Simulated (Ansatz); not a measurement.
Reaction (ligand exchange at the In–Br bond): `[SH][In]([SH])[Br]` + CH₃OH → `C[O][In]([SH])[SH]` + HBr

Isolated molecules relaxed with PBE0-D4/def2-TZVP in Ansatz; ΔE leaves out vibrations. CCSD(T)/CBS adds triple-zeta CCSD(T) − MP2 to the extrapolated MP2 energy (def2 sets, frozen cores). This one scheme is used for every species. DFT in def2-TZVPP. def2 core potentials past Kr. For Br, In outer-core shells are correlated without core-valence functions, which leaves a few kJ/mol of doubt a bond. Scalar relativity is left out up to krypton. Each species was taken in one conformer, which may not be the lowest.

`[SH][In]([SH])[Br]`:

Cartesian coordinates in Å:
```
S -0.279 -2.287 0.746
In 0.222 -0.204 -0.255
S -0.622 1.876 0.499
Br 1.717 -0.211 -2.207
H -1.067 -1.727 1.681
H 0.029 2.552 -0.464
```

CH₃OH:

```xyz
6

C    -0.212    0.209    0.195
O     0.888   -0.628   -0.080
H    -0.132    0.507    1.241
H    -1.172   -0.303    0.059
H    -0.209    1.119   -0.418
H     0.837   -0.904   -0.997
```

`C[O][In]([SH])[SH]`:

Cartesian coordinates in Å:
```
C -0.315 -0.544 1.551
O 0.386 0.423 0.816
In 0.304 0.494 -1.162
S 1.574 2.217 -2.156
S -1.027 -1.111 -2.293
H -1.403 -0.489 1.401
H -0.124 -0.376 2.616
H 0.004 -1.570 1.319
H 1.995 2.648 -0.954
H -1.395 -1.691 -1.137
```

HBr:

Z-matrix (Å, degrees):
```
Br
H 1 1.420
```

```csv
level,ΔE (kJ/mol)
r2SCAN0-D4,121.7
PBE-QIDH,121.3
r2SCAN,112.8
MP2/def2-SVP,111.0
SCS-MP2/def2-TZVPP,110.9
HF/def2-QZVPP,136.0
SCS-MP2/def2-QZVPP,111.8
MP2/CBS(def2),114.6
```

Problem. What does CCSD(T)/CBS give? (Estimate.)

Solution. Ansatz gave: +111.3 kJ/mol. The listed levels differ from it by 10.4, 10.0, 1.5, -0.3, -0.4, 24.7, 0.5, 3.3 kJ/mol.

Largest T1 diagnostic among the species: 0.015.

In def2-TZVPP, CCSD(T) changes the Hartree–Fock value by −28.7 kJ/mol (the triples alone add −4.1 kJ/mol) and MP2 by −25.3 kJ/mol. From PBE to PBE0 (25 % exact exchange), in def2-TZVPP and without D4, ΔE moves by +11.2 kJ/mol.
